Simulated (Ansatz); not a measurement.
Cost and result for the atomization energy of CH7ISi2, SMILES `C[SiH]([SiH3])I` (11 atoms, 10 bonds).

Cartesian coordinates in Å:
```
C -0.8808 -1.4891 0.3287
Si 0.5151 -0.4632 -0.3684
Si 0.1820 1.8399 -0.1506
I 2.5818 -0.9728 0.8655
H -1.0496 -1.2495 1.3801
H -0.6511 -2.5533 0.2482
H -1.8017 -1.2886 -0.2264
H 0.7778 -0.8343 -1.7843
H 0.0131 2.1730 1.2888
H -1.0413 2.2651 -0.8877
H 1.3547 2.5727 -0.6937
```

The species carries charge 0 and has multiplicity 1. Correlated methods include outer-core shells of I, which these sets cover unevenly. I takes the def2 core potential. The geometry is a stationary point of PBE0-D4/def2-TZVP. Program: Ansatz. All runs use 4 threads of an Arm Neoverse V2 on a shared host. Times are those of one run each, without the atoms' runs, and a repeat can differ threefold. Electronic energies, without spin–orbit coupling; frozen cores. CCSD(T)/CBS adds CCSD(T) − MP2 in def2-TZVPP to the MP2 limit, and its time is that of the two runs behind it. T1 = 0.010. With those shells the extrapolation isn't a true limit. B3LYP takes the VWN-RPA correlation (the form of Gaussian; ORCA's B3LYP/G).

CCSD(T)/CBS is a level of theory with its own doubt, some kJ/mol a heavy atom from the limit and from the frozen cores, so smaller differences don't rank the functionals.

| level | functions | atomization (kJ/mol) | difference from CCSD(T)/CBS | per bond |
| --- | --- | --- | --- | --- |
| ωB97M-V/def2-TZVPP (with forces) | 263 | 3458.4 | -19.5 | -2.0 |
| CCSD(T)/CBS(def2) | – | 3477.9 | 0.0 | 0.0 |
| MP2/def2-QZVPP | 489 | 3439.9 | -38.0 | -3.8 |
| r2SCAN-D4/def2-TZVPP (with forces) | 263 | 3468.9 | -9.0 | -0.9 |
| PBE-D4/def2-TZVPP (with forces) | 263 | 3459.1 | -18.8 | -1.9 |
| ωB97X-V/def2-TZVPP | 263 | 3484.4 | 6.5 | 0.6 |
| B2PLYP/def2-TZVPP | 263 | 3409.6 | -68.3 | -6.8 |
| CCSD(T)/def2-TZVPP | 263 | 3383.7 | -94.2 | -9.4 |
| B3LYP-D4/def2-TZVPP (with forces) | 263 | 3455.7 | -22.2 | -2.2 |
| PBE0-D4/def2-TZVPP | 263 | 3449.4 | -28.5 | -2.9 |

Order the runs by time, with rough figures. (An estimate is asked.)

The calculation gave: PBE-D4/def2-TZVPP (with forces) 3.1 s; PBE0-D4/def2-TZVPP 4.5 s; r2SCAN-D4/def2-TZVPP (with forces) 5.5 s; B3LYP-D4/def2-TZVPP (with forces) 6 s; B2PLYP/def2-TZVPP 7.5 s; ωB97X-V/def2-TZVPP 8.5 s; ωB97M-V/def2-TZVPP (with forces) 13 s; MP2/def2-QZVPP 19 s; CCSD(T)/def2-TZVPP 3.3 min; CCSD(T)/CBS(def2) 3.6 min.

In def2-TZVPP, CCSD(T) changes the Hartree–Fock value by +742.6 kJ/mol (the triples alone add +37.4 kJ/mol) and MP2 by +743.3 kJ/mol; breaking electron pairs costs correlation energy, which Hartree–Fock lacks. From PBE to PBE0 (25 % exact exchange), in def2-TZVPP and without D4, the atomization energy moves by −5.9 kJ/mol: exact exchange takes away binding that semilocal exchange gives to molecules. The D4 term adds +46.1 kJ/mol with B3LYP and +24.5 kJ/mol with PBE0; it sums over pairs of atoms, weighted by their polarisabilities, and B3LYP, whose exchange is more repulsive, gets the larger term.

Spin–orbit coupling would lower the free I atoms strongly, and the atomization energy with them, by more than many differences here.
